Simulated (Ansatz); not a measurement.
The cluster Sc₃⁺. Total charge 1; quintet. Geometry r2SCAN-D4/def2-TZVP; atoms count from 1.

```xyz
3

Sc   -0.952   -0.681   -0.923
Sc   -0.642    0.423    1.509
Sc    1.594    0.258   -0.587
```

The charge 1 quintet is spin-contaminated (final ⟨S²⟩ up to 6.24, 6.00 for a pure state). The geometry of the quintet was relaxed on an unsound state (⟨S²⟩ 6.42, where a pure state has 6.00). At PBE0-D4/def2-TZVP a triplet of charge 1 lies 0.06 eV below the quintet, each at its own geometry. That triplet is doubtful there (⟨S²⟩ 2.81, where a pure state has 2.00). The structure comes from a short search, and lower isomers may exist.

Q: Estimate the Mulliken populations from the PBE0/def2-TZVP orbitals of Ansatz.

A: 
| atom | charge (e) | spin (α − β) | d electrons |
| --- | --- | --- | --- |
| Sc1 | 0.36 | 1.59 | 1.61 |
| Sc2 | 0.32 | 0.74 | 1.46 |
| Sc3 | 0.32 | 1.68 | 1.52 |
Mulliken values and Mayer orders depend strongly on the basis.

Q: Where does the spin sit?

A: Summed by element: Sc 4.00, of 4 unpaired in all. Largest on single atoms: Sc3 1.68, Sc1 1.59, Sc2 0.74.

Q: And the Mayer bond orders between bonded heavy atoms (over 0.3)?

A: Sc1–Sc2 1.64 (2.69 Å); Sc1–Sc3 1.45 (2.73 Å); Sc2–Sc3 1.07 (3.07 Å).
